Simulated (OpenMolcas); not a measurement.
**Ionisation energies of antimony**

```
Program             : OpenMolcas
Basis               : ANO-R2 [7s6p4d2f1g]
Scalar Hamiltonian  : X2C, finite nucleus
Spin-orbit coupling : RASSI with atomic mean-field integrals over the reference wave functions, term energies averaged over their components
```

Active shells in each charge state: the valence s, p shells, with orbitals averaged over the low states. Where CASPT2's correlated closed shells are named, they are those of the first ion.

A. CASSCF
B. SS-CASPT2, IPEA 0.25 Eh, imaginary shift 0.1 Eh (closed shells correlated: 4s 4p 4d)

Energies in eV between the lowest computed levels (charge -1 gives the electron affinity), named as in B; reference values from the NIST Atomic Spectra Database with their kind.

```json
{"From": "Sb- 5s2 5p4 3P2", "To": "Sb 5s2 5p3 4S* 3/2", "A": "-0.323", "B": "0.314", "Spin-orbit share in B": "+0.137", "Reference": ""}
{"From": "Sb 5s2 5p3 4S* 3/2", "To": "Sb+ 5s2 5p2 3P0", "A": "7.934", "B": "8.606", "Spin-orbit share in B": "-0.467", "Reference": "8.608 (measured)"}
{"From": "Sb+ 5s2 5p2 3P0", "To": "Sb2+ 5s2 5p 2P* 1/2", "A": "15.798", "B": "16.591", "Spin-orbit share in B": "+0.039", "Reference": "16.626 (measured)"}
{"From": "Sb2+ 5s2 5p 2P* 1/2", "To": "Sb3+ 5s2 1S0", "A": "24.243", "B": "25.260", "Spin-orbit share in B": "+0.482", "Reference": "25.323 (measured)"}
{"From": "Sb3+ 5s2 1S0", "To": "Sb4+ 5s 2S 1/2", "A": "42.540", "B": "43.574", "Spin-orbit share in B": "+0.000", "Reference": "43.804 (measured)"}
{"From": "Sb4+ 5s 2S 1/2", "To": "Sb5+ 4d10 1S0", "A": "53.313", "B": "54.863", "Spin-orbit share in B": "+0.000", "Reference": "55.000 (semi-empirical)"}
```

Error against the reference values, in %:

| From | Reference | A | B |
| --- | --- | --- | --- |
| Sb | measured | -7.8 | 0 |
| Sb+ | measured | -5.0 | -0.2 |
| Sb2+ | measured | -4.3 | -0.2 |
| Sb3+ | measured | -2.9 | -0.5 |
| Sb4+ | semi-empirical | -3.1 | -0.2 |

Mean absolute error over the 4 measured values: A 0.96 eV, B 0.08 eV. B lies closest.

No diffuse functions were added, so the electron affinity comes out too small, and without dynamic correlation a bound anion can come out unbound.

* marks odd parity.
